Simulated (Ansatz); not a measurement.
Computed with Ansatz on PBE0-D4/def2-TZVP structures; ΔE is electronic, products minus reactants. CCSD(T)/CBS is the MP2 limit (def2-TZVPP, def2-QZVPP) plus CCSD(T) − MP2 in def2-TZVPP, frozen cores. This one scheme is used for every species. Functionals use def2-TZVPP. Each species was taken in one conformer, which may not be the lowest.

Consider the substitution at a C–Si bond: `[SiH3]C=S` + `C=C(O)[SiH3]` → `C=C([SiH3])OC=S` + SiH₄.

**Question.** Is it downhill or uphill in electronic energy at CCSD(T)/CBS, and by how much? (Estimate.)

**Answer.** Computed: Uphill: ΔE = +14.8 kJ/mol.

**Question.** What do these levels give: PBE-D4, r2SCAN-D4, ωB97X-V, ωB97M-V, B2PLYP, PBE, MP2/def2-TZVPP, CCSD/def2-TZVPP, CCSD(T)/def2-TZVPP, HF/def2-QZVPP, MP2/def2-QZVPP, SCS-MP2/def2-QZVPP? (An estimate is asked.)

**Answer.** Ansatz gave: PBE-D4 0.1, r2SCAN-D4 -1.7, ωB97X-V 3.2, ωB97M-V 8.1, B2PLYP 4.0, PBE 2.0, MP2/def2-TZVPP 6.7, CCSD/def2-TZVPP 12.0, CCSD(T)/def2-TZVPP 8.8, HF/def2-QZVPP 8.1, MP2/def2-QZVPP 10.4, SCS-MP2/def2-QZVPP 11.7 kJ/mol.

Largest T1 diagnostic among the species: 0.016.

From PBE to PBE0 (25 % exact exchange), in def2-TZVPP and without D4, ΔE moves by +4.3 kJ/mol.
